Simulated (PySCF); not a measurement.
**SnSe at PBE0**

Level: PBE0. basis Sn def2-SVP with ECP28, Se def2-SVP; scalar-relativistic core potentials; PySCF 2.14.

| Quantity | Value |
| --- | --- |
| state | ¹Σ⁺ (singlet), closed shell |
| bond length | 2.339 Å |
| harmonic wavenumber | 339 cm⁻¹ |
| force constant | 3.25 mdyn/Å |
| rotational constant Be | 0.06427 cm⁻¹ |
| anharmonicity ωexe | 0.545 cm⁻¹ |
| vibration–rotation constant αe | 0.000150 cm⁻¹ |
| well depth De to Sn + Se | 4.53 eV |
| dissociation energy D0 | 4.51 eV |
| HOMO–LUMO gap | 4.52 eV |
| bond order (Mayer) | 2.36 |
| dipole moment (positive dipole means Sn(−)Se(+)) | -2.91 D |

Spin–orbit coupling is left out, which matters for elements this heavy, above all for dissociation energies.
